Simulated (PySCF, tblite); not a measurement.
silicon tetrafluoride and dinitrogen

A gas-phase complex of silicon tetrafluoride and dinitrogen; neutral, singlet. The structure comes from a short search (6 tight-binding starts) and was relaxed by PBE0-D3(BJ)/def2-SVPD; another way of binding may lie lower. Frequencies by PBE0-D3(BJ)/def2-SVPD show no clear imaginary mode.

| part | name | SMILES | atoms | charge | multiplicity |
| --- | --- | --- | --- | --- | --- |
| 1 | silicon tetrafluoride | F[Si](F)(F)F | 1–5 | 0 | 1 |
| 2 | dinitrogen | N#N | 6–7 | 0 | 1 |

```csv
atom,part,x (Å),y (Å),z (Å)
F1,1,-0.802,1.189,-0.434
Si2,1,0.020,-0.139,-0.128
F3,1,1.533,0.216,0.211
F4,1,-0.010,-1.069,-1.421
F5,1,-0.645,-0.923,1.086
N6,2,0.171,1.758,2.507
N7,2,0.250,2.392,3.399
```

```tsv
contact	kind (by geometry)	distance (Å)	angle (°)
F4–Si2···N6	tetrel bond	3.250	178
```

Interaction energies are complex less parts, with the parts frozen as they stand in it; counterpoise-corrected, in kcal/mol (PySCF).

**Question.** How strongly do the parts interact, level by level?

**Answer.** 
```
                 level  interaction  superposition error removed
wB97M-D3(BJ)/def2-SVPD        -1.29                        -1.52
 PBE0-D3(BJ)/def2-SVPD        -1.31                        -1.48
```

**Question.** What holds them together? Decompose the wB97M-D3(BJ)/def2-SVPD energy: frozen parts, their antisymmetrised product, then relaxation.

**Answer.** electrostatic -2.0, Pauli repulsion +2.0, orbital relaxation -1.9, dispersion correction -0.9 kcal/mol, which sum to the value before the counterpoise correction; the Pauli term holds the exchange-correlation of the frozen density too. Of the attraction, 42 % is electrostatic, 39 % is orbital relaxation, 19 % is dispersion correction, though superposition error inflates the orbital part.

The orbital term holds the superposition error of 1.5 kcal/mol.

The parts were also relaxed and run alone, at the levels used for the complex: shieldings by PBE0/pcSseg-2; core levels by delta-SCF with SCAN, pcX-2 on the ionised atom and pcseg-1 elsewhere, spin-free X2C (2p3/2 is the spin-free 2p value less a third of a first-order spin-orbit splitting).

**Question.** How do these values change when the complex forms?

**Answer.** 
| property | alone | in the complex | change |
| --- | --- | --- | --- |
| F4–Si2 bond (Å) | 1.592 | 1.593 | +0.001 |
| shielding of Si2 (ppm) | 450.0 | 450.6 | +0.6 |
| shielding of N6 (ppm) | -93.8 | -89.3 | +4.5 |
| shielding of F4 (ppm) | 340.8 | 339.7 | -1.1 |
| F1 1s core level (eV) | 694.46 | 694.26 | -0.19 |
| Si2 2p3/2 core level (eV) | 112.05 | 111.87 | -0.18 |
| N6 1s core level (eV) | 409.87 | 409.97 | +0.10 |

The core-hole state of N6 is spin-contaminated (⟨S²⟩ 0.83 against 0.75 for a pure doublet), so that value and differences from it are less sure.

**Question.** What are the binding energy from relaxed parts (wB97M-D3(BJ)/def2-SVPD), and ΔH and ΔG of association at 298.15 K and 1 atm?

**Answer.** -1.27 kcal/mol, -0.69 with zero-point energy; ΔH -0.3 and ΔG +6.6 kcal/mol, from harmonic vibrations by PBE0-D3(BJ)/def2-SVPD with low modes damped.
